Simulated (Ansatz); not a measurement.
Coupled-cluster diagnostics for WF6, Ansatz.

Geometry of the singlet (PBE-D4/def2-SVP):

Cartesian coordinates in Å:
```
W 0.000 0.000 0.000
F -1.738 -0.662 0.048
F 1.739 0.662 -0.048
F 0.445 -1.261 -1.295
F -0.445 1.260 1.295
F 0.493 -1.198 1.336
F -0.493 1.198 -1.336
```

In the def2 sets W takes a core potential; there is no spin–orbit coupling. Correlated methods freeze 6 core orbitals; core or outer-core shells of W are correlated, in sets that lack core-valence functions.

**Question.** Estimate the CCSD(T) correlation energy, the shares of MP2 and (T), T1 and the reference's ⟨S²⟩ for: charge 0, singlet, own geometry in def2-SVP; charge 1, doublet, vertical in def2-SVP; and the rough time on 2 threads of AMD EPYC 7R13 on a shared host and a share (18 GiB) of an NVIDIA H100 80GB HBM3.

**Answer.** 
```json
{"state": "charge 0, singlet, own geometry", "basis": "def2-SVP", "correlation (eV)": "-41.307", "MP2 share (%)": "99.6", "(T) share (%)": "3.2", "T1": "0.022", "⟨S²⟩ (pure)": "0.00 (0.00)", "wall time": "20 s"}
{"state": "charge 1, doublet, vertical", "basis": "def2-SVP", "correlation (eV)": "-41.230", "MP2 share (%)": "98.2", "(T) share (%)": "4.2", "T1": "0.048", "⟨S²⟩ (pure)": "0.76 (0.75)", "wall time": "6.5 s"}
```
Customary marks for T1 are 0.02 (closed shells), 0.045 (open shells) and about 0.05 (3d metals). T1 exceeds 0.02 in 2 of 2 rows and 0.045 in 1; the higher it lies, the less the single-reference result can be trusted.
